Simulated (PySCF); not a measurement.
## How the method changes the constants of SrSn⁺

State: ⁴Σ⁻ (quartet), unpaired electrons σ ↑, π ↑↑. Set-up: PySCF, scalar-relativistic core potentials, basis sets Sr def2-SVP with ECP28, Sn def2-SVP with ECP28. De refers to Sr⁺ + Sn in their high-spin ground configurations, without counterpoise correction. The functionals are run spin-unrestricted. A positive dipole points towards Sn; it is taken about the centre of mass and depends on that origin.

| Level | Re (Å) | ωe (cm⁻¹) | De (eV) | μ (D) |
| --- | --- | --- | --- | --- |
| UHF | 3.117 | 152 | 0.51 | -13.04 |
| UHF-MP2 | 3.076 | 157 | 0.87 | n/a |
| UHF-SCS-MP2 | 3.079 | 156 | 0.72 | n/a |
| UHF-CCSD | 3.089 | 153 | 0.82 | n/a |
| UHF-CCSD(T) | 3.092 | 152 | 0.86 | n/a |
| PBE | 3.066 | 151 | 1.41 | -9.46 |
| r²SCAN | 3.051 | 157 | 1.46 | -10.53 |
| r²SCANh | 3.044 | 159 | 1.41 | -10.74 |
| PBE0 | 3.040 | 159 | 1.28 | -10.38 |
| B97-3 | 3.060 | 158 | 1.14 | -10.77 |
| M06-2X | 3.038 | 165 | 1.04 | -11.38 |
| ωB97X | 3.008 | 172 | 1.11 | -11.57 |

Which functional lies closest to UHF-CCSD(T) in De, which farthest, and by how much do they differ from it?

Closest is M06-2X (-5.4 pm in Re, +8.6 % in ωe, +0.18 eV in De against UHF-CCSD(T) in the same basis), farthest r²SCAN (-4.1 pm in Re, +3.3 % in ωe, +0.60 eV in De). CCSD(T) converges more slowly with the basis than the functionals do and binds too weakly in this one, so the order can change at the basis-set limit.

What does a quarter of exact exchange do here, going from PBE to PBE0?

PBE0 less PBE: -2.6 pm in Re, +5.3 % in ωe, -0.13 eV in De. Exact exchange removes part of the self-interaction that spreads semilocal densities, and in most molecules shortens and stiffens the bond and lowers De; so it does here.

What does the step from GGA to meta-GGA do here, going from PBE to r²SCAN?

r²SCAN less PBE: -1.5 pm in Re, +4.0 % in ωe, +0.05 eV in De. 

Correlated steps freeze 4 core orbitals. Correlated levels converge slowly with the basis: in double zeta they bind strong bonds too weakly, by up to about 1 eV, and carry superposition errors of some tenths. These are scalar-relativistic numbers at best; spin–orbit coupling would shift them, the dissociation energy most. For an ion De counts to the pair picked by the measured ionisation energies or electron affinities, which need not be the lowest pair at this level. The state is the lowest determinant that a PBE0 search found; another state may lie lower at other levels.

The whole job (state search and all levels along the bond) took about 5.1 min on 1 thread of Arm Neoverse N1 (shared host), peak memory 0.59 GiB.
